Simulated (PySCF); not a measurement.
**Spin states of SnS⁺**

Unrestricted PBE0; basis Sn def2-SVP with ECP28, S def2-SVP; scalar-relativistic core potentials; PySCF 2.14. Outer shells of the fragments: Sn+ 4d10 5s2 5p1; S 3s2 3p4.

Followed along the bond (rough minima from three points):

```csv
2Ms+1,unpaired,⟨S²⟩ at the start,R at minimum (Å),Te (eV)
2,π ↑,0.76,2.40,0.00
2,σ ↑,0.76,2.25,0.56
4,π ↑↑↑,3.76,none in the scan,≤ 2.19
```

Solutions found at the starting distance of 2.435 Å, counted from the lowest of them; the search is not exhaustive and high or unbound solutions are not listed, so other states can lie among these:

```json
{"2Ms+1": "2", "unpaired": "π ↑", "term": "²Π", "E (eV)": "0.00", "⟨S²⟩": "0.76", "⟨Lz²⟩": "1.02", "μ (D)": "-1.66"}
{"2Ms+1": "2", "unpaired": "σ ↑", "term": "²Σ⁺", "E (eV)": "0.80", "⟨S²⟩": "0.76", "⟨Lz²⟩": "0.00", "μ (D)": "-2.70"}
{"2Ms+1": "4", "unpaired": "π ↑↑↑", "term": "⁴Π", "E (eV)": "2.69", "⟨S²⟩": "3.76", "⟨Lz²⟩": "1.00", "μ (D)": "2.73"}
{"2Ms+1": "4", "unpaired": "σ ↑, π ↑↑", "term": "mixed", "E (eV)": "2.70", "⟨S²⟩": "3.76", "⟨Lz²⟩": "2.01", "μ (D)": "0.22"}
{"2Ms+1": "4", "unpaired": "σ ↑, π ↑↑", "term": "mixed", "E (eV)": "2.92", "⟨S²⟩": "3.76", "⟨Lz²⟩": "2.01", "μ (D)": "0.08"}
{"2Ms+1": "2", "unpaired": "π ↑↑↓", "term": "mixed", "E (eV)": "3.15", "⟨S²⟩": "1.76", "⟨Lz²⟩": "3.02", "μ (D)": "2.72"}
```

A term symbol is given only where ⟨S²⟩ and ⟨Lz²⟩ are close to those of a pure state; real π, δ and φ orbitals otherwise mix terms. A positive dipole points towards S; it is taken about the centre of mass and depends on that origin.

Compare the gap between the two lowest followed solutions at the starting distance with the gap between their minima.

At PBE0 the second solution (doublet, unpaired electrons σ ↑) lies +0.80 eV from the first (doublet, unpaired electrons π ↑) at 2.435 Å and +0.56 eV at the minima; the two curves relax by different amounts, since their minima lie near 2.25 and 2.40 Å.

Spin–orbit coupling is left out. Counting both spins, an empty level lies below a filled one in some of these solutions, because spin and occupation are held.
